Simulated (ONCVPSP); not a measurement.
Which change was made? (H, ONCV)

ONCVPSP 4.0.1 input, shortened (lines: element, Z, core and valence counts, functional; n l f; lmax; l rc ep ncon nbas qcut; lloc lpopt rc5 dvloc0; l nproj debl; icmod fcfact rcfact), PBE, scalar-relativistic:

```
  H 1.00    0    1        4      upf
    1    0    1.00
    1
    0    1.45    0.00    3    6   10.50
    1    1.45    0.10    4    9    6.00
    1    5    1.45    0.00
    0    2    2.90
    1    0    2.60
    0    0.00    0.00
```

Cutoffs, loose and tight: the cutoffs (Ha) at which the residual kinetic energy of the hardest occupied pseudo-wave falls to 1 and 0.1 mHa per electron. They do not see the model core or the augmentation charge, which bear on the density cutoff. Test errors are all-electron minus pseudo excitation energies from the reference, over the configurations 1s0.5; variants that change the core or the reference have their own tests.

The base gives: outcome: generated; cutoff, loose: 16 Ha; cutoff, tight: 23 Ha; bound ghosts: none; GHOST(+) flags above zero: none.

**Question.** After one change the result is: outcome: generated; cutoff, loose: 13 Ha; cutoff, tight: 19 Ha; bound ghosts: none; GHOST(+) flags above zero: none. Which change was it?
A. all radii scaled by about 0.81 (s 1.18, p 1.18 bohr)
B. all radii scaled by about 1.30 (s 1.88, p 1.88 bohr)
C. all radii scaled by about 1.13 (s 1.64, p 1.64 bohr)

**Answer.** C. The others give: all radii scaled by about 0.81 (s 1.18, p 1.18 bohr) → outcome: generated; cutoff, loose: 19 Ha; cutoff, tight: 29 Ha; bound ghosts: none; GHOST(+) flags above zero: none | all radii scaled by about 1.30 (s 1.88, p 1.88 bohr) → outcome: generated; cutoff, loose: 11 Ha; cutoff, tight: 16 Ha; bound ghosts: none; GHOST(+) flags above zero: none.
